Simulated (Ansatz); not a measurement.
`[OH][SnH]([OH])[Br]` and `[OH][Sn]([OH])([F])[Br]` differ in one atom or group.

Ansatz, PBE0-D4/def2-TZVP geometries, multiplicity 1. Each molecule was computed in one conformer, which needn't be the lowest.

Elements past krypton have def2 core potentials. Scalar relativity is left out up to krypton.

```csv
property,`[OH][SnH]([OH])[Br]`
zero-point energy (PBE0-D4/def2-TZVP) / kJ/mol,89.4
HOMO energy (PBE0/def2-TZVPP) / eV,-8.68
HOMO energy (B3LYP/def2-TZVPP) / eV,-8.40
size of the dipole moment (B3LYP/def2-TZVPP) / D,0.74
HOMO energy (ωB97M-V/def2-TZVPP) / eV,-10.92
HOMO–LUMO gap (B3LYP/def2-TZVPP) / eV,6.56
```

Give the same properties after the change, and the shifts. (An estimate is asked.)

Computed: 
| property | `[OH][Sn]([OH])([F])[Br]` | shift |
| --- | --- | --- |
| zero-point energy (PBE0-D4/def2-TZVP) / kJ/mol | 76.4 | -13.0 |
| HOMO energy (PBE0/def2-TZVPP) / eV | -9.19 | -0.51 |
| HOMO energy (B3LYP/def2-TZVPP) / eV | -8.91 | -0.51 |
| size of the dipole moment (B3LYP/def2-TZVPP) / D | 1.64 | 0.90 |
| HOMO energy (ωB97M-V/def2-TZVPP) / eV | -11.45 | -0.53 |
| HOMO–LUMO gap (B3LYP/def2-TZVPP) / eV | 6.07 | -0.49 |

With PBE0 the HOMO falls by 0.51 eV and the LUMO falls by 0.99 eV, so the gap narrows by about 0.48 eV. PBE moves the HOMO by -0.50 eV and ωB97M-V by -0.53 eV. Dipoles are sizes alone; their direction can turn.

B3LYP here is the variant with VWN-RPA as its local correlation; programs differ in this.

Spin–orbit coupling is left out; it splits and shifts lone-pair levels of the heavy atoms by tenths of an eV.
